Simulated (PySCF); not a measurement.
Species: C₆H₈Si.
Bonds: Si1–C2, C2–C3 (aromatic), C3–C4 (aromatic), C4–C5 (aromatic), C5–C6 (aromatic), C6–C7 (aromatic), C2–C7 (aromatic). Hydrogens: H8, H9, H10 on Si1; H11 on C3; H12 on C4; H13 on C5; H14 on C6; H15 on C7.

Level of theory: PBE0/def2-SVP geometry optimisation, gas phase (PySCF 2.14.0).

Q: What internal coordinates does the optimisation give?

A: 
```tsv
bond	length (Å)
Si1–C2	1.881
C2–C3, C2–C7	1.404
C3–C4, C6–C7	1.394
C4–C5, C5–C6	1.394
Si1–H8, Si1–H9, Si1–H10	1.496
C3–H11, C7–H15	1.094
C4–H12, C6–H14	1.093
C5–H13	1.093
```

Bonds in one row agree within 0.01 Å and their mean is given. A selection of angles:
```tsv
angle	degrees
C2–Si1–H8	111.0
C2–Si1–H9	109.3
H8–Si1–H9	108.9
H8–Si1–H10	107.6
Si1–C2–C3	121.1
C3–C2–C7	118.1
C2–C3–C4	121.1
C2–C3–H11	119.8
C4–C3–H11	119.1
C3–C4–C5	120.0
C3–C4–H12	119.9
C5–C4–H12	120.1
C4–C5–C6	119.7
C4–C5–H13	120.1
```

The 7 heavy atoms lie in one plane (0.000 Å rms). The 6-membered ring C2–C3–C4–C5–C6–C7 has internal angles of 118.1° to 121.1°; it is planar, 0.00 Å rms from its mean plane, widest ring torsion 0°. Si1 (SiH3 silicon) is tetrahedral (angles from 107.6° to 111.0°).

Point group: Cs (every atom within 0.08 Å of its image). Not checked by PBE0/def2-SVP frequencies.

The run took 27 s on an Arm Neoverse V1 with one thread, shared host with 64 logical CPUs at a one-minute load of 29, and the process peaked at 0.62 GiB of memory. That covers the optimisation of the geometry.
